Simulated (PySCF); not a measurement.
Two-component Hartree-Fock for In³⁺ (indium, charge +3)

Start: [Kr] 4d10. Calculated with PySCF 2.14 in x2c-TZVPall-2c (8s9p5d2f, 74 functions): generalised Hartree-Fock with the X2C-1e Hamiltonian and a Gaussian nucleus; one run each with spin-orbit coupling (SO) switched off, then screened by Boettger's factors.

```csv
spinor shell,electrons,"ε, spin-free (eV)","ε, screened SO (eV)",weight of nominal j (screened SO),"rms radius, screened SO (bohr)"
1s1/2,2,-28111.0,-28108.5,1.000,0.0340
2s1/2,2,-4324.5,-4323.8,1.000,0.139
2p1/2,2,-3877.5,-4023.7,1.000,0.120
2p3/2,4,-3877.5,-3810.6,1.000,0.125
3s1/2,2,-883.16,-882.99,1.000,0.371
3p1/2,2,-733.19,-760.47,1.000,0.365
3p3/2,4,-733.19,-720.65,1.000,0.376
3d3/2,4,-500.92,-505.61,1.000,0.350
3d5/2,6,-500.92,-497.64,1.000,0.353
4s1/2,2,-173.31,-173.29,1.000,0.908
4p1/2,2,-126.54,-131.35,1.000,0.969
4p3/2,4,-126.54,-124.33,1.000,0.998
4d3/2,4,-56.577,-57.156,1.000,1.23
4d5/2,6,-56.577,-56.184,1.000,1.25
```

| quantity | spin-free | screened SO |
| --- | --- | --- |
| E (hartree) | -5875.82516 | -5877.10781 |
| M_J | 0 | 0 |
| ⟨J²⟩ | 0.000 | 0.000 |
| ⟨L²⟩ | 0.000 | 0.016 |
| ⟨S²⟩ | 0.000 | 0.016 |

Breit and QED terms are absent; they matter most for the inner s and p1/2 levels.

Densities and radii are taken from the X2C orbitals without a picture-change correction, which distorts them close to the nucleus.

Without spin-orbit coupling the j labels of p, d and f shells carry no meaning; the spin-free column gives the mean over the occupied spinors of each nl shell.
